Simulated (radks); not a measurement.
Results of a calculation; reference values are marked as such.
Excited configurations of the rhodium ion Rh3+: one electron is placed in a higher orbital outside [Kr] 4d5. The ground configuration is [Kr] 4d6. Level of theory: Dirac Kohn-Sham, PBE, spin-unpolarised, spherical densities, point nucleus; open shells fill j = l - 1/2 first (a radial shooting solver on a logarithmic mesh with Libxc functionals). Excitation = E - E(ground); binding = E(ion) - E, where the ion is the core of charge +4; n* = 4/sqrt(2 binding) in atomic units, and the quantum defect is n - n*.

\begin{tabular}{lrrrrrr}
outer orbital & excitation (eV) & binding (eV) & n* & quantum defect & eigenvalue (eV) & <r> (bohr) \\ \hline
5s1/2 & 10.624 & 36.027 & 2.458 & 2.542 & -31.530 & 2.402 \\
5p1/2 & 17.646 & 29.005 & 2.740 & 2.260 & -25.083 & 2.732 \\
5d3/2 & 27.760 & 18.891 & 3.395 & 1.605 & -16.221 & 3.732 \\
5f5/2 & 36.358 & 10.293 & 4.599 & 0.401 & -8.813 & 6.391 \\
6s1/2 & 28.658 & 17.993 & 3.478 & 2.522 & -16.035 & 4.669 \\
6p1/2 & 31.179 & 15.472 & 3.751 & 2.249 & -13.732 & 5.211 \\
6f5/2 & 39.488 & 7.163 & 5.513 & 0.487 & -6.293 & 10.00 \\
7s1/2 & 35.690 & 10.961 & 4.456 & 2.544 & -9.804 & 7.619 \\
7p1/2 & 36.935 & 9.716 & 4.734 & 2.266 & -8.689 & 8.372 \\
7d3/2 & 39.012 & 7.639 & 5.338 & 1.662 & -6.811 & 10.24 \\
7f5/2 & 41.414 & 5.236 & 6.448 & 0.552 & -4.656 & 14.34 \\
\end{tabular}

The Delta-SCF ionisation energy is 46.651 eV (NIST Atomic Spectra Database: 42 eV, theoretical). Self-interaction in the functional shifts the binding energies and quantum defects, so they are the method's values and not measured ones. Spin polarisation and multiplet splitting are left out, so open shells lie too high by an amount that depends on their filling.

Beside tabulated values, note that spin-unpolarised runs miss the spin-polarisation part of the exchange energy of open shells.
